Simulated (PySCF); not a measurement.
An unknown shows these calculated signals:

1H NMR (300 MHz, computed): δ 8.94 (s, 1H), 7.81 (m, 1H), 7.80 (m, 1H), 4.73 (q, 2H), 3.71 (t, 3H).

13C{1H} NMR (computed): δ 165.0 (C), 154.6 (CH), 143.8 (C), 140.5 (CH), 137.1 (CH).

[PySCF 2.14.0 with density-fitted response routines: shieldings: GIAO PBE0/pcSseg-1; structure optimised with GFN2-xTB; a single conformation; gas phase; non-relativistic Hamiltonian; one averaged value for each set of equivalent atoms]

References, each an isolated molecule treated in the same way: 1H (σ = 31.72 ppm) and 13C (σ = 186.93 ppm) vs TMS.

Q: Which of these does the molecule contain: a benzene ring, a heteroaromatic ring, a Si–H bond, a ketone, a C≡C triple bond?

A: 
- A benzene ring: no.
- A heteroaromatic ring: yes.
- A Si–H bond: yes (δH 3.71 (t)).
- A ketone: no.
- A C≡C triple bond: no.

The data belong to SMILES [SiH3][SiH2]c1ccc(Cl)cn1, C$_{5}$H$_{8}$ClNSi$_{2}$; they needn't prove each group on their own.

Carbon signals by region: 1 in the far downfield region (above 160 ppm), 4 in the sp2 and nitrile region (100–160 ppm). Above 160 ppm: 165.0, substituted aromatic carbon next to a ring nitrogen.

Carbons that carry Cl, above all several Cl atoms, come out too deshielded, partly because spin–orbit coupling is missing. Shifts are as computed. Against solution values, carbons near 30 ppm lie about +3 ppm off and those near 130 ppm about +5 ppm; carbons on Cl a further +6 ppm. Of 1211 compounds with measured shifts, 218 miss one by over three times the rms of a fit or turn the order of signals round; such compounds aren't used in these exercises. No couplings were computed; multiplicities are counted from neighbouring protons, with m where these are inequivalent, close in shift, in a saturated or five-membered ring or joined by F or P, and br s for small geminal =CH2 splittings.
